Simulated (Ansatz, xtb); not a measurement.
Relaxing a trial structure of AlF2H4NSi

The starting geometry of this gas-phase singlet was built from a drawn formula by distance geometry and a force field; its bonds are those of `N[Si](F)(F)[AlH2]`.

```xyz
9

Al    0.2058   -3.1166   -0.0491
F    -1.0214   -2.3908    2.9873
F     1.5783   -1.4763    2.5099
N    -0.6042   -0.0937    1.3406
Si    0.0354   -1.7269    1.8631
H    -0.6435    0.4582    2.2043
H    -1.5142   -0.2735    0.9698
H    -1.1215   -3.4737   -0.8607
H     1.6326   -3.7020   -0.4438
```

Predict what becomes of its bonds when it is optimised with r2SCAN-D4/def2-SVP.

It keeps its bonds, and is `N[Si](F)(F)[AlH2]`.

The energy falls by 0.48 eV over 15 steps:

| step | E − E(last) (eV) |
| --- | --- |
| 1 | 0.475 |
| 3 | 0.058 |
| 4 | 0.022 |
| 6 | 0.002 |
| 7 | 0.002 |
| 9 | 0.000 |
| 10 | 0.000 |
| 12 | 0.000 |
| 13 | 0.000 |
| 15 | 0.000 |

Final geometry (Å):

```xyz
9

Al    0.2212   -3.1679   -0.0772
F    -0.7126   -2.5258    3.0953
F     1.4559   -1.2867    2.5290
N    -0.7331   -0.2316    1.4893
Si    0.0254   -1.7153    1.8811
H    -0.6240    0.5878    2.0822
H    -1.6116   -0.2062    0.9812
H    -0.9920   -3.2045   -1.1101
H     1.5183   -4.0453   -0.3494
```

From the same start GFN2-xTB ends elsewhere, differing in Al1–N4 (1.92 against 3.46 Å here).

The end wasn't checked by frequencies. Run with Ansatz 0.2.0, 19 s on 2 threads of Intel(R) Xeon(R) 6975P-C (Granite Rapids), on a shared host.
